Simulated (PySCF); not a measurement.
**Polarisability and C₆ of Br³⁺ (bromine, charge +3)**

[Ar] 3d10 4s2 4p2, high-spin 3P determinant. Computed with PySCF 2.14 in aug-cc-pV5Z-PP with ECP10MDF (8s7p6d4f3g2h, 136 functions), with scalar relativity through the core potential. Coupled (time-dependent) response in atomic units; α is the mean over directions.

```json
{"method": "UHF", "mean α (bohr³)": "6.235", "α xx, yy, zz": "6.500, 6.103, 6.103", "C₆ (like pair)": "23.45", "S(−4)": "11.32"}
{"method": "PBE", "mean α (bohr³)": "6.022", "α xx, yy, zz": "6.188, 5.939, 5.939", "C₆ (like pair)": "22.54", "S(−4)": "9.875"}
```

S(−4) is the Cauchy moment in α(ω) = α(0) + S(−4) ω² + …

Spin-orbit coupling is absent.

α(iu) at PBE:

| u (hartree) | α(iu) (bohr³) |
| --- | --- |
| 0 | 6.022 |
| 0.0500 | 5.997 |
| 0.100 | 5.925 |
| 0.200 | 5.653 |
| 0.300 | 5.257 |
| 0.500 | 4.314 |
| 0.750 | 3.229 |
| 1.00 | 2.420 |
| 1.50 | 1.462 |
| 2.00 | 0.9805 |
| 3.00 | 0.5472 |
| 5.00 | 0.2608 |

A single London oscillator, α(iu) = α/(1 + u²/ω²), gives C₆ = (3/4) ω α². Matching the computed C₆ needs ω = 4 × 22.54 / (3 × 6.022²) = 0.829 hartree.

For an ion, C₆ is the dispersion term alone; charge-induced terms of lower order in 1/R come first.

The components differ because the open shell of this determinant is not spherical; for a pure term their mean is the scalar polarisability.

Energies and moments cover only the electrons outside the core potential.
